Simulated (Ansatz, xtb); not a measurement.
Pulling on the Se1–H2 bond in FHSe (SMILES F[SeH]) (multiplicity 1 held, fragments rigid). Energies count from the point at 1.478 Å.
Geometry at that point (charge 0, multiplicity 1):
```xyz
3

Se    -0.116    -0.223     0.260
H     -0.900    -0.955    -0.757
F      0.537     0.950    -0.896
```

Restricted levels (R-, RO-) in cc, def2 and unpolarised 6-31G sets keep to the state of the molecule at rest. Unrestricted levels (U-) break spin symmetry where that is lower. Active spaces are followed from a long bond inwards. Curves can end on different states.

Cores are frozen in the correlated methods. Filled d and f shells under p-block atoms count as core.

Codes used: Ansatz (Gaussian basis) for Hartree–Fock, density functionals and correlated methods; xtb for the GFN methods. Values without a source in brackets are computed. The GFN methods have no spin term and hold the electronic entropy of 300 K.

Energies in kcal/mol.

```csv
R (Å),GFN2-xTB,R-PBE/cc-pVTZ,U-r2SCAN/cc-pVTZ,R-MP2/cc-pVTZ,U-CCSD(T)/cc-pVTZ,"FIC-MRCISD+Q on CASSCF(4,3)/cc-pVTZ"
1.182,26.0,36.6,34.5,34.1,34.9,34.9
1.330,3.7,7.5,6.4,5.9,6.4,6.4
1.478,0.0,0.0,0.0,0.0,0.0,0.0
1.626,3.4,3.3,4.3,5.2,4.5,4.5
1.774,9.9,11.6,13.7,15.6,13.8,13.8
1.995,22.0,27.4,30.8,34.4,30.8,30.4
2.217,34.9,43.2,47.8,52.9,47.2,45.6
2.586,53.9,65.4,65.1,78.2,67.4,63.4
2.956,67.6,81.4,72.7,95.2,75.2,72.4
3.399,77.0,94.0,76.2,105.5,77.3,76.4
3.990,81.4,103.2,77.5,106.1,77.8,77.7
4.729,82.3,108.2,77.9,93.5,77.9,78.0
```

Doubts at one or more of the structures used: a restricted determinant that unrestricted orbitals would lower (R-PBE/cc-pVTZ, R-MP2/cc-pVTZ); a spin-contaminated determinant (U-r2SCAN/cc-pVTZ, U-CCSD(T)/cc-pVTZ); T1 above 0.05 (U-CCSD(T)/cc-pVTZ); active orbitals that take no part (FIC-MRCISD+Q on CASSCF(4,3)/cc-pVTZ).

Ansatz is a quantum-chemistry and plane-wave program.
